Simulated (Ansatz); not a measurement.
A nudged elastic band was laid between two geometries of BFH₇NSi (11 atoms, charge 0, multiplicity 1).

Level of theory: RKS PBE-D4/cc-pVDZ (Ansatz).

```
movable images  : 5
climbing image  : yes
spring          : 5.0 eV/Å²
optimiser       : quadratic models (default)
start path      : through a guess of the saddle point
force threshold : 0.05 eV/Å
iteration limit : 60
end points      : relaxed
```

First end point:

```xyz
11
Properties=species:S:1:pos:R:3
B 0.154 -0.364 0.041
F -0.301 0.879 0.547
H 1.393 -0.457 0.016
H -0.415 -0.741 -0.985
N -0.315 -1.452 1.245
H -0.972 -2.156 0.881
Si 1.215 -2.169 1.970
H 1.909 -2.912 0.871
H 1.993 -1.020 2.528
H 0.811 -3.123 3.071
H -0.839 -0.876 1.924
```

Last end point:

```xyz
11
Properties=species:S:1:pos:R:3
B 0.243 -0.739 -0.392
F -0.538 0.309 2.465
H 1.224 -0.030 -0.317
H -0.551 -0.664 -1.309
N 0.012 -1.686 0.640
H -0.789 -2.317 0.520
Si 1.185 -2.141 1.946
H 1.871 -3.423 1.541
H 2.171 -1.021 2.060
H 0.422 -2.380 3.219
H -0.616 -0.299 1.736
```

Task: Which bonds break or form, and what moves?

Result: Bonds broken: B1–F2, N5–H11. Bonds formed: F2–H11. BFH7NSi becomes BH6NSi + FH.

Task: Give the energies along the band, and the barrier.

Result: The run converged. The highest image is number 4 of 0 to 6, 98.4 kJ/mol above the first end and 20.9 kJ/mol above the last; the last end lies 77.5 kJ/mol above the first. The profile has 2 maxima (images 1, 4) with wells between them (image 2): this band takes more than one step, which may be the mechanism or a detour left from its start path. A vibrational analysis at the climbing image gives one clearly imaginary mode, 466i cm⁻¹: a first-order saddle point. The orbitals stay closed-shell, which can raise the energy where a bond breaks towards radicals; this wasn't checked here.

```tsv
image	path coordinate (Å)	energy (kJ/mol)	B1–F2 (Å)	N5–H11 (Å)	F2–H11 (Å)
0	0.00	0.0	1.42	1.03	2.29
1	0.67	1.8	1.41	1.03	2.43
2	1.35	0.1	1.42	1.03	2.27
3	2.03	16.5	1.46	1.05	1.80
4	2.71	98.4	1.82	1.46	1.07
5	3.80	81.4	2.71	1.88	0.95
6	4.89	77.5	3.14	1.88	0.95
```

Task: What is the geometry of the highest image?

Result: 
```xyz
11
Properties=species:S:1:pos:R:3
B 0.157 -0.569 -0.049
F -0.657 0.687 0.980
H 1.298 -0.163 -0.124
H -0.557 -0.652 -1.026
N -0.113 -1.562 1.073
H -0.897 -2.202 0.895
Si 1.238 -2.277 2.016
H 2.058 -3.230 1.184
H 2.093 -1.138 2.495
H 0.644 -3.028 3.182
H -0.631 -0.258 1.483
```

The band took 15 iterations and roughly 4 core-minutes.

Time of the run: 110 s on 2 threads of Arm Neoverse V2 (shared host), peak memory 0.14 GiB.
